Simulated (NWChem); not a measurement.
## Correlation energy of As (-1)

```
As
```
Charge -1, spin multiplicity 3.

The numbers come from NWChem runs, not from measurements.

Basis set: def2-SVPD. Each correlation energy counts from its own Hartree-Fock reference.

The Hamiltonian is non-relativistic. The correlated methods keep 9 core orbitals frozen. The stability of the SCF solutions was not checked. Open-shell Hartree-Fock references start from PBE0 orbitals. No row is a measurement; the coupled-cluster row has its own basis-set and correlation limits.

| method | correlation energy (mHa) |
|---|---|
| SCS-UMP2 | ___ |
| CCSD on UHF | -205.0 |
| CCSD on ROHF | ___ |
| CCSD(T) on ROHF | -213.7 |
| UMP2 | -198.3 |
| CCSD(T) on UHF | ___ |
| CCSD[T] on UHF | ___ |
| CCSDT on ROHF | -213.8 |
| CCSD[T] on ROHF | -214.1 |

**Question.** Some entries are withheld; supply them.

**Answer.** 
- SCS-UMP2, correlation energy (mHa): -181.5
- CCSD on ROHF, correlation energy (mHa): -208.7
- CCSD(T) on UHF, correlation energy (mHa): -209.7
- CCSD[T] on UHF, correlation energy (mHa): -210.2
